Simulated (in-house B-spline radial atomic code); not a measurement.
## LDA VWN5 excitations of P IV (P3+)

Method: LDA VWN5. Computed with an all-electron radial atomic-structure program (B-spline basis): linear response of the closed shell [Ne] 3s2 with the functional's adiabatic kernel; non-relativistic, point nucleus, no spin-orbit coupling, no double excitations, S, P, D and F terms only.

Command:
```bash
python run_td.py task.json out
```
Settings (radii: box in bohr, nucleus in fm):
```
Z                        15
electrons                12
configuration            [Ne] 3s2
hamiltonian              nr
method                   lda,vwn
box_radius               23.08
intervals                52
```

Cost of the run: 0.1 s on 1 thread of Intel(R) Xeon(R) 6975P-C (Granite Rapids), on a shared host.

The lowest states, in the order of their Tamm-Dancoff energies; the method's threshold (minus the highest occupied level) is 45.64 eV. Labels give the largest channel, * marks a mixed state, and oscillator strengths are full-response dipole values. Semilocal kernels can invert the small singlet-triplet splittings of Rydberg terms. Energies in eV:

```json
{"state": "3s → 3p 3P", "full response": "8.348", "Tamm-Dancoff": "8.506", "oscillator strength": "-"}
{"state": "3s → 3p 1P", "full response": "13.113", "Tamm-Dancoff": "13.708", "oscillator strength": "1.45"}
{"state": "3s → 3d 3D", "full response": "22.264", "Tamm-Dancoff": "22.313", "oscillator strength": "-"}
{"state": "3s → 3d 1D", "full response": "?", "Tamm-Dancoff": "?", "oscillator strength": "-"}
{"state": "3s → 4s 3S", "full response": "27.809", "Tamm-Dancoff": "27.815", "oscillator strength": "-"}
{"state": "3s → 4s 1S", "full response": "28.551", "Tamm-Dancoff": "28.575", "oscillator strength": "-"}
{"state": "3s → 4p 3P", "full response": "30.99", "Tamm-Dancoff": "31.00", "oscillator strength": "-"}
{"state": "3s → 4p 1P", "full response": "31.20", "Tamm-Dancoff": "31.24", "oscillator strength": "0.0587"}
{"state": "3s → 4d 3D", "full response": "?", "Tamm-Dancoff": "?", "oscillator strength": "-"}
{"state": "3s → 4d 1D", "full response": "35.34", "Tamm-Dancoff": "35.34", "oscillator strength": "-"}
```

Problem. Where does 3s → 4d 3D lie?

Solution. At 35.22 eV in full response, 35.23 eV in Tamm-Dancoff.

Problem. Where does 3s → 3d 1D lie?

Solution. At 23.871 eV in full response, 23.881 eV in Tamm-Dancoff.

Problem. How large is the singlet-triplet splitting of 3s → 3p (P terms) in Tamm-Dancoff?

Solution. 5.2 eV, from the unrounded values.

Problem. What polarisabilities and dispersion coefficient does the method give?

Solution. Dipole 6.485 bohr³, quadrupole 13.6 bohr⁵, C6 16.05 hartree·bohr⁶ for two such species.
